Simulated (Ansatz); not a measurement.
One change: `[CH3][Al]([OH])[CH2]Cl` becomes `[OH][Al]([F])[CH2]Cl`.

Ansatz, PBE0-D4/def2-TZVP geometries, multiplicity 1. Each molecule was computed in one conformer, which needn't be the lowest.

```csv
property,`[CH3][Al]([OH])[CH2]Cl`
HOMO–LUMO gap (ωB97M-V/def2-TZVPP) / eV,11.24
LUMO energy (PBE0/def2-TZVPP) / eV,-0.26
LUMO energy (PBE/def2-TZVPP) / eV,-1.19
HOMO energy (PBE0/def2-TZVPP) / eV,-7.66
HOMO–LUMO gap (PBE0/def2-TZVPP) / eV,7.40
LUMO energy (ωB97M-V/def2-TZVPP) / eV,1.34
```

Give the same properties after the change, and the shifts. (An estimate is asked.)

The calculation gave: 
| property | `[OH][Al]([F])[CH2]Cl` | shift |
| --- | --- | --- |
| HOMO–LUMO gap (ωB97M-V/def2-TZVPP) / eV | 11.51 | 0.27 |
| LUMO energy (PBE0/def2-TZVPP) / eV | -0.66 | -0.40 |
| LUMO energy (PBE/def2-TZVPP) / eV | -1.59 | -0.40 |
| HOMO energy (PBE0/def2-TZVPP) / eV | -8.23 | -0.57 |
| HOMO–LUMO gap (PBE0/def2-TZVPP) / eV | 7.57 | 0.17 |
| LUMO energy (ωB97M-V/def2-TZVPP) / eV | 1.05 | -0.29 |

With PBE0 the HOMO falls by 0.57 eV and the LUMO falls by 0.40 eV, so the gap widens by about 0.17 eV. PBE moves the HOMO by -0.52 eV and ωB97M-V by -0.56 eV.
